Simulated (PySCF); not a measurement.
**Correlation energy of W⁶⁰⁺ (tungsten, charge +60)**

[Ne] 3s2 3p2, high-spin 3P determinant. Calculation: PySCF 2.14, in an uncontracted even-tempered set (17 s from 16 bohr⁻², ratio 2.5; 12 p from 21 bohr⁻², ratio 2.5; 4 d from 81 bohr⁻², ratio 2.7; 4 f from 120 bohr⁻², ratio 2.7); scalar relativity by spin-free X2C-1e. Frozen: 1s2; 12 electrons correlated; the 20 highest virtual orbitals of each spin left out.

```tsv
level	correlation energy (mhartree)
CCSD	-545.18
(T)	-0.46
CCSD(T)	-545.64
```

Diagnostics: T1 = 0.00028, D1 = 0.0012, largest double amplitude 0.031.

Is a single reference adequate?

Yes, within this model without spin-orbit coupling: T1 lies below 0.03 and no double amplitude reaches 0.07.

At this charge the one-electron X2C treatment keeps the bare 1/r₁₂, with no two-electron picture change or Breit term. The effect here is smaller than on the frozen 1s shell; and a scalar Hamiltonian misses the large spin-orbit splitting of the p shells, which matters for ns² → np² pairs.

Spin-orbit coupling is strong in this species, so the high-spin LS determinant is a model state.
